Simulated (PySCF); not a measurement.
Stepwise substitution at one centre (Al CH3-SiH3). All species are isolated molecules in the gas phase. Strings in code marks are SMILES.

All values below come from r2SCAN-D4/def2-TZVP in PySCF. All candidates: neutral, multiplicity 1. Excitations are Tamm–Dancoff values on a coarser integration grid. The basis has no diffuse functions, so Rydberg states are missing or too high.

```
Property               Result
-------------------  --------
HOMO                 -6.54 eV
T1 excitation (TDA)   5.36 eV
LUMO                 -0.77 eV
```

Problem. Say which member has these values.
A) `[CH3][Al]([CH3])[CH3]`
B) `[CH3][Al]([SiH3])[SiH3]`
C) `[CH3][Al]([CH3])[SiH3]`
D) `[SiH3][Al]([SiH3])[SiH3]`

Solution. A, `[CH3][Al]([CH3])[CH3]`. The others give `[CH3][Al]([CH3])[SiH3]`: -6.28 eV, 3.72 eV, -1.87 eV; `[CH3][Al]([SiH3])[SiH3]`: -6.29 eV, 3.04 eV, -2.65 eV; `[SiH3][Al]([SiH3])[SiH3]`: -6.54 eV, 2.76 eV, -3.22 eV
